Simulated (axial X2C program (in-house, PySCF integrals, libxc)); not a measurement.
**TeI⁻ along the bond: HF, without spin–orbit coupling**

Computed with an in-house relativistic program for diatomic molecules. Spin-free means the one-electron spin-free X2C Hamiltonian. Basis: I dyall-av3z [12s13p9d2f], Te dyall-av3z [12s13p9d2f] (cores contracted in-house); Gaussian nuclei, density fitting, unrestricted open shells. Masses: I 126.904 u, Te 129.906 u.

State: M_S = 0, Λ = 0 (closed shell). Dipoles are positive if Te is the positive end and refer to the centre of mass.

Results along the bond:

```csv
R (Å),μ (D),HOMO (eV),LUMO (eV)
2.429,-2.289,-2.41,3.76
2.541,-2.090,-2.60,3.75
2.624,-1.895,-2.73,3.75
2.708,-1.663,-2.87,3.73
2.792,-1.394,-3.00,3.71
2.890,-1.036,-3.16,3.67
2.987,-0.636,-3.31,3.60
3.113,-0.066,-3.51,3.48
3.267,0.698,-3.76,3.26
3.490,1.904,-4.10,2.88
```

One determinant describes the state; a PBE0 search over occupations chose it and may have missed a lower one. Closed shells are restricted here (equal orbitals for both partners); the stretched side of such a curve lies too high. The LUMO of an anion is an unbound level whose energy the basis sets.
